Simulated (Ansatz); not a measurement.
System: silicon dioxide molecule, SiO2, net charge 0, singlet state. 
Geometry from a B3LYP-D3(BJ)/def2-TZVP (Ansatz, an electronic-structure program) optimisation:
```xyz
3

O      0.0000     0.0000    -1.5101
Si     0.0000     0.0000     0.0000
O      0.0000     0.0000     1.5101
```
Charge 0, spin multiplicity 1.

Atomisation energy built up term by term with Ansatz (kcal/mol; UHF references for open shells; valence terms freeze the core; atomic spin-orbit terms are left out). Basis-set limits of correlation are two-point, X^-3; Hartree-Fock from the larger set.

```tsv
term	basis	kcal/mol
Hartree-Fock	aug-cc-pV(Q+d)Z	(withheld)
CCSD correlation	CBS(aug-cc-pV(T+d)Z,aug-cc-pV(Q+d)Z)	(withheld)
(T)	CBS(aug-cc-pV(T+d)Z,aug-cc-pV(Q+d)Z)	14.45
core correlation	cc-pwCVTZ	0.49
scalar relativity (X2C)	cc-pVTZ-DK against cc-pVTZ	-0.86
sum: De		(withheld)
```

### Question
Some entries are withheld; supply them.

### Answer

- Hartree-Fock, kcal/mol: 155.73
- CCSD correlation, kcal/mol: 127.34
- sum: De, kcal/mol: 297.2
